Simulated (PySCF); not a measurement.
Species: C5H6Cl2Si.
Numbering: `[Cl:1][CH:2]([Cl:3])[C:4]1=[CH:5][SiH2:6][CH:7]=[CH:8]1`

Structure used (PBE0-D3(BJ)/def2-SVP), in Å, numbered top down from 1:
```
atom  x, y, z in Å
Cl1    3.3630    0.3666   -1.1924
C2     2.5383   -0.0409    0.3384
Cl3    2.8542   -1.7428    0.7792
C4     1.0693    0.2010    0.2184
C5     0.3944    1.0810    0.9899
Si6   -1.4010    1.0079    0.4502
C7    -1.0366   -0.2869   -0.8532
C8     0.2834   -0.5507   -0.7931
H9     2.9898    0.5801    1.1195
H10    0.8879    1.6782    1.7597
H11   -1.9155    2.3029   -0.0899
H12   -2.3245    0.5451    1.5306
H13   -1.6977   -0.7876   -1.5628
H14    0.7969   -1.2733   -1.4354
```

NICS = −σ at a ghost point: NICS(0) at the centroid of the ring atoms, NICS(1) 1 Å to either side along the normal of their mean plane, zz for the tensor component along that normal. Level: GIAO B3LYP/pcSseg-1 (PySCF, non-relativistic, gas phase) on the PBE0-D3(BJ)/def2-SVP geometry, one conformer.

Ring bond lengths (Å): C4–C5 1.351, C5–Si6 1.876, Si6–C7 1.873, C7–C8 1.347, C8–C4 1.485.

Task: What do the NICS probes read (ppm)?

Result: 
```
           ring                                                      type  NICS(0)  NICS(1), two faces  NICS(1)zz, two faces  rms pucker (Å)  centre to ring atoms, mean (Å)
C4–C5–Si6–C7–C8  5-membered ring with Si; formal bonds 2 double, 3 single      0.1         -2.1 / -2.1             0.6 / 0.6            0.00                            1.34
```

Task: What do they say, and how far can they be read as aromaticity?

Result: 
- C4–C5–Si6–C7–C8: mean NICS(1)zz 0.6 ppm, near zero. Si6 has four or more neighbours; no verdict on aromaticity is drawn.

Task: List the ring angles.

Result: 
- C4–C5–Si6–C7–C8: C4 117.0°, C5 106.8°, Si6 92.3°, C7 107.2°, C8 116.7°; sum 540.0° against 540° for a flat convex ring.

Task: How do the values depend on the level or the medium?

Result: 
| level | NICS(0), C4–C5–Si6–C7–C8 | mean NICS(1)zz, C4–C5–Si6–C7–C8 |
| --- | --- | --- |
| B3LYP/pcSseg-1, gas | 0.1 | 0.6 |
| PBE0/pcSseg-1, gas | -0.1 | 0.2 |
| PBE0/pcSseg-1, IEF-PCM acetone | 0.0 | 0.1 |
| PBE0/pcSseg-1, IEF-PCM acetonitrile | 0.0 | 0.1 |

The geometry is the same throughout; the continuum's cavity takes Bondi-type radii × 1.2.
